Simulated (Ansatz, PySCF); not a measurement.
dimethylboranyl formate (C3H7BO2), SMILES CB(C)OC=O.

Geometry optimised at B3LYP-D3(BJ)/def2-SVP. One conformer was computed; it need not be the lowest.

Vertical ionisation energy (IE) and electron affinity (EA) in eV. Rows of orbital energies are one-electron estimates. Where ΔSCF, EOM or ADC give a negative EA the extra electron is unbound and the value depends on the basis.

| level | IE | EA |
|---|---|---|
| −ε(HOMO), −ε(LUMO), B3LYP/def2-TZVP (PySCF) | 8.05 | 1.16 |
| −ε(HOMO), −ε(LUMO), PBE/def2-TZVP (PySCF) | 6.66 | 2.01 |
| ΔSCF, ωB97X-V/def2-SVPD (Ansatz), final states of multiplicity 2 and 2 | 10.87 | -1.19 |
| ΔSCF, PBE/def2-SVPD (Ansatz), final states of multiplicity 2 and 2 | [?] | [?] |

### Question
Fill in the missing entries. (An estimate is asked for; the answer gives what the named calculation found.)

### Answer

- ΔSCF, PBE/def2-SVPD (Ansatz, a first-principles code), final states of multiplicity 2 and 2, IE: 9.90
- ΔSCF, PBE/def2-SVPD (Ansatz), final states of multiplicity 2 and 2, EA: -0.62

### Question
What vertical singlet–triplet gap does ΔSCF give with ωB97X-V/def2-SVPD (Ansatz) and with PBE/def2-SVPD (Ansatz)? (An estimate is asked for; the answer gives what the named calculation found.)

### Answer
4.98 and 4.51 eV (triplet above singlet where positive).
